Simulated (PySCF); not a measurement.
## Radial density of V²⁺ (vanadium, charge +2)

BP86, [Ar] 3d2 4s1, high-spin 4F determinant (an excited configuration). All numbers are calculated (PySCF 2.14, the non-relativistic Hamiltonian (point nucleus), in aug-cc-pVDZ (7s6p4d2f, 59 functions)).

| r (bohr) | 4πr²ρ (e/bohr) | 4πr²(ρα − ρβ) |
| --- | --- | --- |
| 0.00118 | 0.1361 | 0.0001 |
| 0.00199 | 0.3711 | 0.0003 |
| 0.00335 | 0.9866 | 0.0007 |
| 0.00563 | 2.513 | 0.0019 |
| 0.00947 | 5.962 | 0.0044 |
| 0.0159 | 12.55 | 0.0090 |
| 0.0268 | 21.68 | 0.0144 |
| 0.0450 | 27.30 | 0.0132 |
| 0.0758 | 23.13 | 0.0022 |
| 0.127 | 21.95 | 0.0249 |
| 0.214 | 29.71 | 0.1429 |
| 0.361 | 16.74 | 0.4936 |
| 0.607 | 9.371 | 1.4458 |
| 1.02 | 9.863 | 1.5615 |
| 1.72 | 2.331 | 0.9023 |
| 2.89 | 0.4852 | 0.4666 |
| 4.85 | 0.03833 | 0.0381 |
| 8.17 | 0.0002430 | 0.0000 |
| 13.7 | 5.462e-05 | 0.0000 |
